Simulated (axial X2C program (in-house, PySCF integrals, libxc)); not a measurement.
**Which molecule has these constants?**

All values come from calculations with an in-house all-electron X2C program for linear molecules (integrals from PySCF), spin-free (one-electron X2C) or two-component (2c: spin–orbit coupling with atomic mean-field Coulomb and Gaunt terms, which also bring small scalar terms), in Dyall basis sets with cores contracted in-house; open shells are unrestricted.

A two-component PBE0 calculation in a Dyall 3-zeta basis gave Re = 2.717 Å, ωe = 154.4 cm⁻¹, dipole magnitude 1.18 D, Ω = 1.

Question: Which molecule is it?
A. BiB
B. GaBi
C. AlBi

Answer: B. The others have BiB 2.162 Å and 555.5 cm⁻¹ (Ω = 2); AlBi 2.678 Å and 237.5 cm⁻¹ (Ω = 1).

Each entry is the lowest single determinant of a limited PBE0 search at one distance. De goes to single-determinant-based atoms at the same level (for ions the charge split of lowest energy) and is withheld (n/a) where an atom does not fit its ground term or J level. Main or longest-lived isotopes. One determinant is a doubtful description, or other states lie close, for GaBi, BiB, AlBi; these need not be ground states, and all values refer to the states named. Some open-shell Ω = 0 determinants are out of reach, so the Ω given for GaBi, BiB, AlBi need not be the lowest component. With several unpaired electrons the Ω given is that of one determinant, not necessarily of the lowest component. Some light 2c atoms are not at their ground J level, so De misses part of their lowering (0.04 eV or less). The functionals have no current term, which raises determinants with orbital currents.
